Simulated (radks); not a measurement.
Li-, configuration [He] 2s2.

All-electron calculation, scalar-relativistic Kohn-Sham, LDA (Slater exchange, Perdew-Wang correlation), spin-polarised, spherical densities, finite nucleus; Fermi nuclear charge, rms radius 2.444 fm; hard spherical wall at 10 bohr. Program: a radial shooting solver on a logarithmic mesh with Libxc functionals.

Energy parts (Ry):
part                     energy
total                 -14.69350
kinetic                14.65162
electron-nucleus      -35.31782
Hartree                 9.54140
exchange-correlation   -3.56870

Orbitals (lengths in bohr, moments of r in powers of bohr):
\begin{tabular}{lrrr}
orbital & occ. & eigenvalue (Ry) & <r^4> \\ \hline
1s & 2 & -3.27489 & 0.6383 \\
2s & 2 & 0.14101 & 755.0 \\
2p & 0 & 0.25541 & 1157 \\
3s & 0 & 0.45962 & 2013 \\
3d & 0 & 0.42728 & 2023 \\
\end{tabular}

The highest occupied level is 2s at 1.919 eV. Summed over all electrons, <r^2> = 45.12 bohr^2, which gives a Langevin (diamagnetic) susceptibility term of -35.7 x 10^-6 cm^3/mol. The density falls to 0.001 e/bohr^3 at r = 5.24 bohr.
